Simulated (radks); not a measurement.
Charge is removed step by step from the 5p3/2 level of Ce+, starting from [Kr] 4d10 4f1 5s2 5p(1/2: 2, 3/2: 4) 5d2. Method: Dirac Kohn-Sham, PBEsol, spin-unpolarised, spherical densities, point nucleus; open shells fill j = l - 1/2 first; computed with a radial shooting solver on a logarithmic mesh with Libxc functionals.

| removed (e) | E - E(0) (eV) | eigenvalue (eV) | E minus straight line (eV) |
|---|---|---|---|
| 0 | 0.000 | -26.264 | 0.000 |
| 0.25 | 6.870 | -28.713 | -0.960 |
| 0.5 | 14.365 | -31.262 | -1.294 |
| 0.75 | 22.508 | -33.894 | -0.981 |
| 1 | 31.318 | -36.597 | 0.000 |

Removing the whole electron costs 31.318 eV by Delta-SCF, against 26.264 eV from minus the eigenvalue at the starting occupation. Slater's transition state (half an electron removed) gives 31.262 eV. Integrating minus the eigenvalue over the occupation (Janak's theorem) gives 31.318 eV. The mean slope of the eigenvalue, de/dn, is 10.3 eV per electron.
